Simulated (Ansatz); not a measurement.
Reaction (ligand exchange at the Sb–N bond): `C=C=[N][SbH2]` + H₂S → `[SH][SbH2]` + `C=C=N`

Isolated molecules relaxed with PBE0-D4/def2-TZVP in Ansatz; ΔE leaves out vibrations. CCSD(T)/CBS is the MP2 limit (def2-TZVPP, def2-QZVPP) plus CCSD(T) − MP2 in def2-TZVPP, frozen cores. This one scheme is used for every species. Functionals use def2-TZVPP. Elements past krypton have def2 core potentials. For Sb outer-core shells are correlated without core-valence functions, which leaves a few kJ/mol of doubt a bond. One conformer a species, not always the lowest.

(1) Is it downhill or uphill in electronic energy at CCSD(T)/CBS, and by how much? (Estimate.)

(2) What do these levels give: B97M-V, ωB97X-V, ωB97M-V, PBE, SCS-MP2/def2-TZVPP, SCS-MP2/def2-QZVPP? (Best estimate.)

Largest T1 diagnostic among the species: 0.015.

Results:

(1) Ansatz gave: Downhill: ΔE = -0.40 eV.

(2) Computed: B97M-V -0.38, ωB97X-V -0.39, ωB97M-V -0.41, PBE -0.46, SCS-MP2/def2-TZVPP -0.29, SCS-MP2/def2-QZVPP -0.33 eV.

Leaving LDA and LC-ωPBE aside and taking each functional with its dispersion term where it has one, the values, not all of them listed here, spread over 0.10 eV, from HSE06-D4 to BLYP-D4. At CCSD(T), def2-SVP lies +0.04 eV from the extrapolated value and def2-TZVPP +0.06 eV.
